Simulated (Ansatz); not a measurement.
Born–Oppenheimer molecular dynamics of Cl$_{3}$H$_{4}$NOTi (10 atoms, charge 0, multiplicity 1). It starts at the highest image of a converged band. Of that band: The profile has 2 maxima (images 3, 6) with wells between them (image 5): this band takes more than one step, which may be the mechanism or a detour left from its start path. A vibrational analysis at the climbing image gives one clearly imaginary mode, 89i cm⁻¹: a first-order saddle point.

The calculation used RKS LDA/def2-SVP (Ansatz).

```json
{"ensemble": "NVE (velocity Verlet)", "time step": "0.5 fs", "steps asked": "200", "starting velocities drawn for": "100 K", "seed": "5801"}
```

First frame:

```xyz
10
Properties=species:S:1:pos:R:3
Ti 0.270 -0.434 -0.182
Cl -1.231 -1.308 2.158
Cl 1.710 -0.234 -1.783
Cl -0.592 1.543 0.100
N -0.922 -1.630 -0.875
H -1.543 -2.119 -0.213
H -1.118 -1.822 -1.865
O 1.280 -1.080 1.233
H 2.249 -1.108 1.343
H 0.175 -1.376 2.043
```

Task: How far do the bonds stretch over the last three quarters of this one trajectory? (Pairs bonded in most of those frames.)

Result: 
```json
{"bond": "Ti1–Cl2", "mean (Å)": "2.871", "spread (Å)": "0.044", "shortest": "2.76", "longest": "2.91"}
{"bond": "Ti1–Cl3", "mean (Å)": "2.166", "spread (Å)": "0.009", "shortest": "2.15", "longest": "2.19"}
{"bond": "Ti1–Cl4", "mean (Å)": "2.166", "spread (Å)": "0.008", "shortest": "2.15", "longest": "2.18"}
{"bond": "Ti1–N5", "mean (Å)": "1.819", "spread (Å)": "0.011", "shortest": "1.80", "longest": "1.84"}
{"bond": "Ti1–O8", "mean (Å)": "1.901", "spread (Å)": "0.026", "shortest": "1.86", "longest": "1.94"}
{"bond": "Ti1–H10", "mean (Å)": "2.320", "spread (Å)": "0.042", "shortest": "2.26", "longest": "2.44"}
{"bond": "Cl2–H10", "mean (Å)": "1.501", "spread (Å)": "0.060", "shortest": "1.40", "longest": "1.64"}
{"bond": "N5–H6", "mean (Å)": "1.033", "spread (Å)": "0.015", "shortest": "1.01", "longest": "1.06"}
{"bond": "N5–H7", "mean (Å)": "1.028", "spread (Å)": "0.018", "shortest": "1.00", "longest": "1.06"}
{"bond": "O8–H9", "mean (Å)": "0.980", "spread (Å)": "0.018", "shortest": "0.95", "longest": "1.01"}
```

Pairs bonded in part of these frames only: Ti1–H10 90 %, O8–H10 23 %.

Mean temperature of the second half: 64 K. The conserved energy stayed within 0.13 meV per atom of its start (net change 0.1 meV per atom), so the integration is sound. A run of 0.1 ps of so small a system gives no equilibrium averages. The orbitals stay closed-shell, which can raise the energy where a bond breaks towards radicals; this wasn't checked here.

Run time: 4.1 min on 4 threads of Arm Neoverse V2, with other jobs on the host, peak memory 0.22 GiB.
